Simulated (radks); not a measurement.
The numbers below are computed, except where a source is named.
Species: Be I. Configuration: [He] 2s1 3p1 (not the ground configuration). Code: a radial shooting solver on a logarithmic mesh with Libxc functionals. Model: non-relativistic Kohn-Sham, PBE, spin-polarised, spherical densities, point nucleus; open shells are filled with parallel spins first. Some entries of the table are withheld. Estimate them.

| orbital | occ. | eigenvalue (hartree) | r(max) (bohr) | <r> (bohr) |
|---|---|---|---|---|
| 1s up | 1 | (1) | 0.2658 | 0.4201 |
| 1s down | 1 | (2) | 0.2660 | 0.4198 |
| 2s up | 1 | (3) | 1.875 | 2.275 |
| 3p up | 1 | (4) | 7.842 | 8.493 |

Answer. 
(1) 1s up eigenvalue (hartree): -4.18313
(2) 1s down eigenvalue (hartree): -4.16350
(3) 2s up eigenvalue (hartree): -0.39820
(4) 3p up eigenvalue (hartree): -0.04823
